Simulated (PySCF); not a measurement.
**CaSe at PBE0**

Computed with PBE0; Ca 6-31G(d,p), Se 6-31G(d,p); no relativity (PySCF 2.14).

- state: ³Σ⁺ (triplet), unpaired electrons σ ↑↑, a second solution, started from another occupation
- bond length: 2.582 Å
- harmonic wavenumber: 260 cm⁻¹
- force constant: 1.06 mdyn/Å
- rotational constant Be: 0.09492 cm⁻¹
- anharmonicity ωexe: 0.818 cm⁻¹
- vibration–rotation constant αe: 0.000438 cm⁻¹
- energy of the minimum from ground-state Ca + Se: -1.82 eV
- bond order (Mayer): 1.09
- dipole moment (positive dipole means Ca(−)Se(+)): -3.73 D

Spin–orbit coupling is left out. Counting both spins, an empty level lies below a filled one in this solution, because spin and occupation are held.
